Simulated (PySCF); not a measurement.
NbOBr, SMILES [O]=[Nb][Br] (connectivity only; charge and spin as stated), neutral, multiplicity 3. The structure is a stationary point at PBE-D3(BJ)/def2-TZVP. The multiplicity is an assumed one; other spin states were not compared. The def2 effective core potentials stand for the cores of Nb; spin–orbit coupling is left out.

Level of theory: PBE-D3(BJ)/def2-TZVP run with PySCF 2.14.0.

Harmonic wavenumbers (cm⁻¹): 151, 282, 992. Rotational constants (GHz): 17.22, 1.604, 1.467; symmetry number 1.

### Question
Work out the zero-point energy and the ideal-gas rigid-rotor harmonic-oscillator thermochemistry at 298.15 K and 1 atm.

### Answer
ZPE = ½ Σ hcν = ½ × 1425 cm⁻¹ = 2.04 kcal/mol. H − E(el) = 5.11 kcal/mol. Entropy in cal/(mol K): translation 41.61, rotation 26.48, vibration 4.28, spin 2.18, total 74.55. G − E(el) = -17.12 kcal/mol. Cp = 11.94 cal/(mol K).
